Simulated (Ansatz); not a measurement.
Li⁺ ··· PH3

The pair of Li⁺ (SMILES [Li+], atom 1) and PH3 (SMILES P, atoms 2–5), both closed shells, in one local arrangement (a lower one may exist), relaxed at PBE0-D4/def2-TZVP:

```csv
atom,x (Å),y (Å),z (Å)
Li1,0.0722,0.0122,-2.3812
P2,-0.0028,-0.0005,0.0929
H3,1.0325,-0.6523,0.7914
H4,-1.1120,-0.5943,0.7267
H5,0.0101,1.2348,0.7702
```

Ansatz 0.2.0; basis: def2-TZVPPD, with def2-QZVPPD for the basis limit; cores frozen in the correlated methods. The outer core shell of Li, Na, Mg and K is correlated. B3LYP uses VWN-RPA correlation. Extrapolation: Hartree–Fock as exp(−7.88 √X), correlation as X^−2.97. Interaction energies count from these two fragments, frozen as in the pair, with the counterpoise correction; negative means bound.

(1) What is the interaction energy by CCSD(T) at an estimated basis limit (MP2 extrapolated from triple and quadruple zeta, plus CCSD(T) − MP2 in triple zeta)? (To be estimated.)

(2) Which atoms make the shortest contact between the fragments?

The T1 diagnostic stays at or below 0.014.

Results:

(1) By the calculation: -109.5 kJ/mol. Hartree–Fock alone gives -114.1 kJ/mol at the basis limit. It counts from the two fragments frozen as in the pair.

The same quantity by other methods in triple zeta, and each one's difference from that estimate:
| method | E_int (kJ/mol) | difference |
| --- | --- | --- |
| PBE-D4 | -116.1 | -6.6 |
| revPBE-D4 | -113.6 | -4.1 |
| BLYP-D4 | -114.0 | -4.4 |
| r2SCAN-D4 | -107.8 | 1.7 |
| B97M-V | -105.7 | 3.8 |
| PBE0-D4 | -116.9 | -7.3 |
| B3LYP-D4 | -115.6 | -6.0 |
| HSE06-D4 | -116.8 | -7.3 |
| wB97X-V | -115.3 | -5.7 |
| wB97M-V | -109.1 | 0.4 |
| B2PLYP | -112.4 | -2.9 |
| HF | -112.5 | -2.9 |
| MP2 | -106.2 | 3.3 |
| CCSD | -106.4 | 3.2 |
| CCSD(T) | -105.7 | 3.8 |
Differences are method less estimate.

(2) Li1 and P2, 2.48 Å apart.

Energy to bend the free fragments (PBE0-D4 minima) into their shapes in the pair, CCSD(T)/def2-TZVPPD: PH3 5.6 kJ/mol. This must be added to the interaction energy to get the binding energy from relaxed fragments.

Basis-set superposition shift (counterpoise-corrected less uncorrected): CCSD(T) 1.1; MP2 1.1; HF 0.2; PBE0-D4 0.3; wB97M-V 0.4 kJ/mol.

For scale, one of the runs: CCSD(T)/def2-TZVPPD, 121 basis functions, launched by `ansatz run in.yaml --threads 2 --pin off --events-out ev --progress --plain --max-ram 5222MiB`. Hardware: 2 CPU threads of an Intel Xeon Platinum 8559C, shared host. Wall time about 2.2 s.
